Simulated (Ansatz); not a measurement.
`CCCC(=O)O` + GeH₄ → `O=C(O)[CH2][GeH3]` + ethane  (formal exchange of groups at a C–C bond)

Computed with Ansatz on PBE0-D4/def2-TZVP structures; ΔE is electronic, products minus reactants. CBS: MP2 limit from def2 TZ/QZ plus the TZ coupled-cluster correction, frozen cores. This one scheme is used for every species. Functionals use def2-TZVPP. For Ge outer-core shells are correlated without core-valence functions, which leaves a few kJ/mol of doubt a bond. Scalar relativity is left out up to krypton. Each species was taken in one conformer, which may not be the lowest.

`CCCC(=O)O`:

Cartesian coordinates in Å:
```
C 0.774 -1.036 1.036
C -0.432 -0.115 0.976
C -0.984 0.050 -0.437
C 0.006 0.644 -1.397
O 0.365 0.152 -2.432
O 0.471 1.834 -0.971
H 1.604 -0.647 0.441
H 0.531 -2.031 0.651
H 1.130 -1.152 2.062
H -1.232 -0.509 1.609
H -0.172 0.868 1.377
H -1.858 0.710 -0.418
H -1.294 -0.909 -0.854
H 1.093 2.141 -1.645
```

GeH₄:

Z-matrix (Å, degrees):
```
Ge
H 1 1.534
H 1 1.534 2 109.5
H 1 1.534 2 109.5 3 -120.0
H 1 1.534 2 109.5 3 120.0
```

`O=C(O)[CH2][GeH3]`:

Z-matrix (Å, degrees):
```
C
Ge 1 1.978
C 1 1.485 2 110.9
H 1 1.089 2 107.6 3 119.2
H 1 1.090 2 107.6 3 -121.8
H 2 1.535 1 109.5 3 62.1
H 2 1.534 1 109.3 3 -58.8
H 2 1.536 1 107.8 3 -178.5
O 3 1.348 1 112.1 2 -88.0
O 3 1.202 1 125.7 2 90.3
H 9 0.967 3 106.3 1 177.9
```

`CC`:

Cartesian coordinates in Å:
```
C -0.151 0.669 0.326
C 0.151 -0.669 -0.326
H -0.280 1.456 -0.422
H -1.068 0.626 0.918
H 0.656 0.980 0.993
H 0.280 -1.456 0.422
H 1.068 -0.626 -0.918
H -0.656 -0.980 -0.992
```

```tsv
level	ΔE (kcal/mol)
B2PLYP	-7.5
PBE0	-7.2
SCS-MP2/def2-TZVPP	-7.3
MP2/CBS(def2)	-8.0
```

(1) What does CCSD(T)/CBS give? (Best estimate.)

Largest T1 diagnostic among the species: 0.014.

Results:

(1) Ansatz gave: -7.1 kcal/mol. The listed levels differ from it by -0.4, -0.1, -0.2, -0.9 kcal/mol.
